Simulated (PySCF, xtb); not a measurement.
CHCl2, SMILES Cl[CH]Cl, multiplicity 2.

Harmonic wavenumbers (cm⁻¹) from GFN2-xTB run with xtb at its own minimum, in rising order: 275, 486, 740, 806, 1137, 3067.

Task: What does PySCF with r2SCAN-D4/def2-TZVP give at its own minimum? (Estimate from the structure and the level; the computed values follow.)

Result: 305, 420, 759, 884, 1231, 3217. Paired by order, the mean absolute difference is 73 cm⁻¹ and the zero-point energies are 9.3 and 9.7 kcal/mol.
